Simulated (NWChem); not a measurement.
Species: C4H4; SMILES C#CC=C

Results from NWChem. The geometry was optimised at B3LYP/6-31G* (spherical d). Ions are spin-unrestricted doublets at the neutral geometry; other ion states weren't tried.

**Question.** Estimate the computed values for PBE/def2-SVP. Quantities: vertical ionisation energy, ΔSCF (eV); −ε(HOMO) (eV).

**Answer.** The vertical ionisation energy, ΔSCF (eV) comes out as 9.31. The −ε(HOMO) (eV) comes out as 6.02.
